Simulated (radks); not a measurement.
Q: Successive ionisation energies (eV) of one element, from differences of total energies of ions in their ground configurations, starting at charge 0: 7.604, 15.917, 34.003, 45.466, 167.87, 208.83, 252.66, 299.19, 349.24, 400.65, 477.20, 521.62, 2457.7, 2653.4. Method: Dirac Kohn-Sham, BLYP, spin-unpolarised, spherical densities, finite nucleus; open shells fill j = l - 1/2 first; Fermi nuclear charge, rms radius 3.1224 fm; computed with a radial shooting solver on a logarithmic mesh with Libxc functionals. Which element is it?

A: Silicon (Z = 14). The first species listed is Si in [Ne] 3s2 3p2, the last Si13+ in 1s1.
